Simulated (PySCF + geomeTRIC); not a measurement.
A geometry relaxed with r2SCAN-D4/def2-TZVP (PySCF + geomeTRIC), charge 0, multiplicity 1:

```xyz
8

H     -1.4549     0.3454     1.3691
C      1.4771    -0.1391    -0.4176
H     -1.9525    -0.5322    -0.1022
C     -1.1438     0.0145     0.3798
H     -0.8507     0.8708    -0.2302
S      0.3018    -1.0537     0.5282
O      1.2879     0.9089    -0.9799
H      2.4472    -0.6689    -0.4300
```

Task: Write the SMILES of this molecule.

Result: `CSC=O`
